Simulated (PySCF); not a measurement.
Isomers of C2H7Ga. Method used: PBE0-D3(BJ)/def2-SVP geometry optimisation, gas phase in PySCF 2.14.0. Energies are electronic, without zero-point or thermal terms, for one conformer each. No frequencies were run at this level. Point groups hold within 0.08 Å.

Question: Order them by energy at this level, lowest first, and give relative energies in kcal/mol.
A. `[CH3:1][CH2:2][GaH2:3]` with C1–C2–Ga3–H 177° and -3°
B. `[CH3][GaH][CH3]`

Answer: B (0.0), A (9.2).

```json
{"SMILES": "[CH3][GaH][CH3]", "E (Eh)": "-2004.61229", "E rel (kcal/mol)": "0.0", "dipole (D)": "0.67", "point group": "near C2", "A, B, C (MHz)": "16293, 5067, 4060"}
{"SMILES": "C[CH2][GaH2]", "E (Eh)": "-2004.59756", "E rel (kcal/mol)": "9.2", "dipole (D)": "0.77", "point group": "near Cs", "A, B, C (MHz)": "26024, 3551, 3250"}
```
